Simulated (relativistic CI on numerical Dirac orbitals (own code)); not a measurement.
## Energy levels of Mo XXXI

These numbers are calculated, not measured: Dirac-Coulomb-Breit CI, orbitals from a KLI potential per configuration, model QED (radiative potential, 1s self-energy scaled to tabulated hydrogen-like ionisation energies), unscaled Slater integrals (own radial code, finite nucleus).

Configuration list (outside the closed core [Ne]): 3s2, 3s 3p, 3p2, 3s 3d, 3d2, 3p 3d, 3p 4s, 3d 4s, 3s 4s, 3s 4p, 3s 4d, 3s 4f, 3s 5s, 3s 5p, 3s 5d, 4s2, 3s 5f, 3s 5g, 3s 6s, 3s 6p, 3s 6d. Levels of other configurations are missing.

| No. | Configuration | Term | J | E (10³ cm⁻¹) | % | Landé g |
| --- | --- | --- | --- | --- | --- | --- |
| 1 | 3s2 | 1S | 0 | 0.0 | 98 |  |
| 2 | 3s 3p | 3P° | 0 | 486.2 | 100 |  |
| 3 | 3s 3p | 3P° | 1 | 524.3 | 91 | 1.450 |
| 4 | 3s 3p | 3P° | 2 | 696.5 | 100 | 1.497 |
| 5 | 3s 3p | 1P° | 1 | 867.4 | 89 | 1.043 |
| 6 | 3p2 | 3P | 0 | 1172.0 | 81 |  |
| 7 | 3p2 | 1D | 2 | 1330.5 | 59 | 1.133 |
| 8 | 3p2 | 3P | 1 | 1337.5 | 100 | 1.498 |
| 9 | 3p2 | 3P | 2 | 1520.1 | 66 | 1.337 |
| 10 | 3s 3d | 3D | 1 | 1546.3 | 100 | 0.496 |
| 11 | 3s 3d | 3D | 2 | 1563.7 | 95 | 1.168 |
| 12 | 3s 3d | 3D | 3 | 1588.9 | 100 | 1.330 |
| 13 | 3p2 | 1S | 0 | 1671.4 | 78 |  |
| 14 | 3s 3d | 1D | 2 | 1753.0 | 68 | 1.015 |
| 15 | 3p 3d | 3F° | 2 | 2070.3 | 78 | 0.743 |
| 16 | 3p 3d | 3F° | 3 | 2164.1 | 81 | 1.105 |
| 17 | 3p 3d | 3P° | 2 | 2181.1 | 38 | 1.210 |
| 18 | 3p 3d | 3D° | 1 | 2196.6 | 67 | 0.761 |
| 19 | 3p 3d | 3F° | 4 | 2321.5 | 100 | 1.247 |
| 20 | 3p 3d | 1D° | 2 | 2322.4 | 41 | 1.034 |
| 21 | 3p 3d | 3D° | 3 | 2367.4 | 74 | 1.258 |
| 22 | 3p 3d | 3P° | 0 | 2372.3 | 100 |  |
| 23 | 3p 3d | 3P° | 1 | 2373.8 | 74 | 1.238 |
| 24 | 3p 3d | 3P° | 2 | 2391.9 | 56 | 1.333 |
| 25 | 3p 3d | 1F° | 3 | 2501.4 | 85 | 1.043 |
| 26 | 3p 3d | 1P° | 1 | 2537.8 | 85 | 0.991 |
| 27 | 3d2 | 3F | 2 | 3129.4 | 93 | 0.686 |
| 28 | 3d2 | 3F | 3 | 3161.7 | 100 | 1.080 |
| 29 | 3d2 | 3F | 4 | 3190.6 | 93 | 1.230 |
| 30 | 3d2 | 3P | 0 | 3213.9 | 95 |  |

Energies count from the lowest computed level; ° marks odd parity.

The mean weight of the leading LS term, summed over parents, in these 30 levels is 83 %, and that of the leading jj configuration (from the same eigenvectors) 86 %.

At this charge energies of transitions that change n are usually good to better than 1 %, and those within a shell (Δn = 0) to a few per cent.

LS names give the leading component of a level, which can be under half, so a name can repeat, a term be missing and a line seem to break the LS rules.
